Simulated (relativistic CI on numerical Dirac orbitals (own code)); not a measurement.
**I²⁴⁺: q coefficients and field-shift factors**

Calculated at this level of theory: Dirac-Coulomb-Breit CI, orbitals from a KLI potential per configuration, derivatives by finite differences, unscaled Slater integrals, QED left out (own radial code, finite nucleus).

CI space (outside the closed core [Ar] 3d10): 4s, 4p, 4d, 4f, 5s, 5p, 5d, 5f. Levels of other configurations are missing.

With x = (α/α₀)² − 1 an excitation energy changes as ω = ω₀ + qx; K = 2q/ω₀ is the relative enhancement. Terms are leading LS components, so labels can repeat. The field-shift factor is F = δν/δ⟨r²⟩ for the transition from the lowest level.

Lowest level 4s 2S_1/2.

```csv
Level,ω₀ (cm⁻¹),q (cm⁻¹),K,F (GHz/fm²)
4p 2P°_1/2,413627,30910,0.149,-188
4p 2P°_3/2,545285,175000,0.642,-193
4d 2D_3/2,1213132,186500,0.308,-191
4d 2D_5/2,1238854,212500,0.343,-190
4f 2F°_5/2,1946760,207200,0.213,-186
4f 2F°_7/2,1950029,210400,0.216,-186
5s 2S_1/2,2698739,112300,0.0832,-103
5p 2P°_1/2,2891077,124800,0.0863,-185
5p 2P°_3/2,2950134,189100,0.128,-187
5d 2D_3/2,3257123,194200,0.119,-187
5d 2D_5/2,3269140,206300,0.126,-186
5f 2F°_5/2,3577644,204600,0.114,-185
5f 2F°_7/2,3579881,206700,0.115,-185
```

At this charge energies of transitions that change n are usually good to better than 1 %, and those within a shell (Δn = 0) to a few per cent.
